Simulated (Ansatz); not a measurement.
Born–Oppenheimer molecular dynamics of AlF3H2O (7 atoms, charge 0, multiplicity 1). It starts at the highest image of a converged band, a first-order saddle point between two minima.

All numbers below come from Ansatz 0.2.0, RHF/def2-SVP.

| Item | Value |
| --- | --- |
| ensemble | NVE (velocity Verlet) |
| time step | 0.5 fs |
| steps asked | 200 |
| starting velocities drawn for | 100 K |
| seed | 8831 |

First frame:

```xyz
7
Properties=species:S:1:pos:R:3
Al 0.021 -0.280 -0.092
F 0.026 -0.101 1.761
F 1.440 0.249 -0.720
F -1.388 0.263 -0.736
O -0.010 -1.925 0.575
H -0.383 -2.767 0.377
H -0.027 -1.160 1.633
```

Task: What does the run give?

Result: All steps were run.

```yaml
steps_done: 200
time_covered: 100 fs
mean_temperature_over_the_second_half: 1064 K
spread_of_the_potential_energy_over_the_second_half: 14.6 meV per atom
mean_potential_energy_of_the_second_half_above_the_start: -89.1 meV per atom
```

The conserved energy stayed within 0.58 meV per atom of its start (net change -0.2 meV per atom), so the integration is sound. The kinetic energy rose, since the run started high on the potential surface and went downhill. A run of 0.1 ps of so small a system gives no equilibrium averages. The orbitals stay closed-shell, which can raise the energy where a bond breaks towards radicals; this wasn't checked here.

Task: What happens to the structure?

Result: Between its relaxed ends the band would form F2–H7 and break O5–H7. These pairs go: F2–H7 1.07 → 3.72 Å, O5–H7 1.31 → 0.97 Å. In the last frame they stand as before the step (other bonds may differ from the relaxed reactants and products). It ends as one piece, AlF3H2O. Pairs count as bonded within 1.25 times the sum of covalent radii (0.12 Å more for H–H). This is one draw of velocities; another would differ in detail.

Task: How do temperature and energy run in time?

Result: 
```
time (fs)  T (K)  potential energy less start (eV)  conserved less start (meV/atom)
        0    100                             0.000                             0.00
        5     64                             0.023                             0.03
       10     56                             0.029                             0.05
       15    163                            -0.040                             0.05
       20    587                            -0.315                            -0.03
       25    767                            -0.430                             0.21
       30   1500                            -0.906                            -0.13
       35   1497                            -0.905                            -0.25
       40   1394                            -0.838                            -0.30
       45   1376                            -0.825                            -0.07
       50   1417                            -0.850                             0.12
       55   1046                            -0.613                            -0.23
       60   1162                            -0.689                            -0.42
       65    962                            -0.558                            -0.04
       70   1090                            -0.639                             0.15
       75    840                            -0.477                             0.12
       80   1366                            -0.821                            -0.43
       85   1149                            -0.681                            -0.38
       90    907                            -0.521                             0.05
       95    843                            -0.480                             0.02
      100    985                            -0.573                            -0.20
```

Run time: 3.1 min on 1 thread of Arm Neoverse V2, with other jobs on the host, peak memory 0.14 GiB.
